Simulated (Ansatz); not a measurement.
The Al1–H2 bond of AlF2H (SMILES [F][AlH][F]) is stretched (multiplicity 1, the rest rigid).
Geometry at rest (charge 0, multiplicity 1):
```
atom    x (Å)    y (Å)    z (Å)
----  -------  -------  -------
Al    -0.2974  -0.2000  -0.2345
H     -1.3759  -0.9255  -1.0852
F     -0.2200   1.4416  -0.1846
F      0.8024  -1.0499   0.6440
```

Frozen-core correlation.

The values were computed with Ansatz (Gaussian orbitals). Values without a source in brackets are computed.

Energies above the point at 1.553 Å (the B3LYP-D3(BJ) bond length), FIC-MRCISD+Q on CASSCF(2,2)/cc-pV(T+d)Z (kcal/mol): 5.21 at 1.398 Å; 3.40 at 1.709 Å; 88.55 at 4.971 Å.

### Question
Take the last value as the depth D of a Morse curve D(1 − e^(−a(R − R₀)))², fit a and R₀ to the two near points, and test it at 2.097 and 2.719 Å.

### Answer

With D = 88.6, both near points (counted from the curve's value at 1.553 Å) are met by a = 1.40 Å⁻¹ and R₀ = 1.553 Å, so k = 2Da² = 348 kcal/(mol Å²). The curve then gives 25.2 and 57.4 kcal/mol; the level itself gives 26.4 and 63.4, so Morse is off by -1.2 and -6.0.

Ansatz is a first-principles code.
